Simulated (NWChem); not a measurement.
Species: C2H7O cation; SMILES C[OH+]C

```xyz
10

C      0.2700     0.0085    -1.2783
O     -0.5050    -0.0513     0.0000
C      0.2700     0.0085     1.2783
H      0.8213     0.9492    -1.3138
H      0.9268    -0.8590    -1.2547
H     -0.4706    -0.0774    -2.0719
H     -1.2457     0.5908     0.0000
H     -0.4706    -0.0774     2.0719
H      0.9268    -0.8590     1.2547
H      0.8213     0.9492     1.3138
```
Atoms are numbered in this order, from 1.

All runs: NWChem. All runs use the structure optimised with B3LYP/6-31G* (spherical d). Level: PBE0/aug-cc-pVDZ; rows give the wavelength of the field.

| field | isotropic polarisability (bohr³) | anisotropy (bohr³) |
|---|---|---|
| static | 28.8 | 7.2 |
| 1065 nm | 28.9 | 7.3 |
| 589 nm | 29.2 | 7.4 |
| 400 nm | … | 7.7 |

### Question
Some entries are withheld; supply them.

### Answer

- 400 nm, isotropic polarisability (bohr³): 29.8
